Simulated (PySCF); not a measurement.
Ionisation energy of Te²⁺ by level of theory

Te²⁺ [Kr] 4d10 5s2 5p2 (3P) → Te³⁺ [Kr] 4d10 5s2 5p1 (2P), as a difference of total energies. Computed with PySCF 2.14 in def2-TZVPPD with the def2 core potential (28 electrons) (7s6p4d2f, 59 functions), with scalar relativity through the core potential. Correlated levels: valence: 4s2 4p6 4d10 frozen. The calculations carry no spin-orbit coupling.

```json
{"method": "UHF", "ionisation energy (eV)": "26.969"}
{"method": "MP2 (valence)", "ionisation energy (eV)": "27.295"}
{"method": "SCS-MP2 (valence)", "ionisation energy (eV)": "27.232"}
{"method": "CCSD (valence)", "ionisation energy (eV)": "27.332"}
{"method": "CCSD(T) (valence)", "ionisation energy (eV)": "27.352"}
```

Task: How much does correlation contribute at CCSD(T) (valence)?

Result: 27.352 − (26.969) = 0.383 eV, measured against UHF.

The reference lies between the lowest fine-structure levels, while these numbers refer to the centres of the terms.

Errors of the correlated levels include the incompleteness of this basis and the frozen core.

For comparison: 27.84 ± 0.04 eV (measured; NIST Atomic Spectra Database, ionization energies).
